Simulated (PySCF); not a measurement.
Constitutional and geometric isomers with formula CH6Si3. Gas-phase values, no solvent. Strings in code marks are SMILES.

The numbers are results of PySCF 2.14.0 with PBE0-D3(BJ)/def2-TZVP, not measurements. 

| species | dipole moment (D) | LUMO (eV) | HOMO–LUMO gap (eV) |
|---|---|---|---|
| `[SiH]1=[SiH]C[SiH2]1` | 0.70 | -1.54 | 4.28 |
| `[SiH]1=C[SiH2][SiH2]1` | 1.09 | -1.73 | 5.17 |
| `[SiH2]=C=[SiH][SiH3]` | 0.35 | -1.82 | 4.71 |
| `C=[Si]1[SiH2][SiH2]1` | 0.56 | -2.40 | 4.32 |
| `[SiH]1(C)[SiH]=[SiH]1` | 0.66 | -1.66 | 4.36 |
| `C[Si]1=[SiH][SiH2]1` | 1.91 | -1.34 | 4.52 |
| `[SiH2]=C1[SiH2][SiH2]1` | 1.84 | -2.11 | 4.54 |
